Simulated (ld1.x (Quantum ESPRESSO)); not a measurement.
# Dy, TM: configuration errors across variants

* Element: Dy
* Generator: ld1.x (Quantum ESPRESSO) 7.5
* Type: norm-conserving Troullier–Martins (Kleinman–Bylander form)
* Functional: PBEsol
* Relativity: scalar-relativistic
* Frozen core: [Kr] 4d10 5s2
* Valence charge: 18
* Reference configuration: 4f10 5p6 5d0 6s1 6p1
* Partial waves: 5p (bound): rc 1.70 bohr; 5d (bound, empty): rc 3.35 bohr; 4f (bound): rc 1.30 bohr; 6s (bound): rc 2.45 bohr
* Local potential: the s channel
* Core correction: none

Occupied shells without a wave of their own: 6p. They enter only through the test configuration that unscreens the potential.

All-electron excitation energies from the reference (eV): (1) 4f10 5p6 5d0 6s2 6p0 -2.694; (2) 4f10 5p6 5d0 6s1 6p0 3.557; (3) 4f10 5p6 5d0 6s0 6p0 15.112; (4) 4f9 5p6 5d0 6s2 6p0 7.578; (5) 4f11 5p6 5d0 6s0 6p0 5.224; (6) 4f10 5p6 5d0.5 6s1.5 6p0 -1.389; (7) 4f10 5p6 5d0 6s1.5 6p0 -0.203.

For the base: The 6p level has no wave, so the channel is fitted at the deeper level alone: the likely source of the large errors.

Tests that are not counted but printed errors over 1 eV. “all radii scaled by about 0.91 (s 2.22, p 1.54, d 3.04, f 1.18 bohr)”: 4f9 5p6 5d0 6s2 6p0 (pseudo-atom not self-consistent, printed error -3001 eV).

2 further variants failed, have other tests or too few solved ones, and are left out.

Errors AE − PS in meV (a dash: test not solved or not reliable):

| change | (1) | (2) | (3) | (4) | (5) | (6) | (7) | bound ghosts |
| --- | --- | --- | --- | --- | --- | --- | --- | --- |
| base | +177 | +335 | +530 | +188 | -515 | +157 | +251 | none |
| all radii scaled by about 0.91 (s 2.22, p 1.54, d 3.04, f 1.18 bohr) | +150 | +276 | +439 | – | -530 | +134 | +206 | none |
| all radii scaled by about 1.09 (s 2.68, p 1.86, d 3.66, f 1.42 bohr) | +209 | +401 | +631 | -345 | -468 | +187 | +301 | none |
| all radii scaled by about 1.14 (s 2.78, p 1.94, d 3.80, f 1.48 bohr) | +214 | +412 | +648 | -349 | -449 | +193 | +309 | none |
| all radii scaled by about 1.21 (s 2.96, p 2.06, d 4.04, f 1.56 bohr) | +224 | +432 | +679 | -332 | -414 | +205 | +324 | none |
| all radii scaled by about 1.39 (s 3.40, p 2.36, d 4.64, f 1.80 bohr) | +225 | +433 | +680 | -62 | -307 | +217 | +325 | none |

(1) Give the same row for: all radii scaled by about 1.30 (s 3.18, p 2.20, d 4.36, f 1.68 bohr).

Answers

(1) +227, +437, +686, -220, -363, +212, +328; bound ghosts: none.
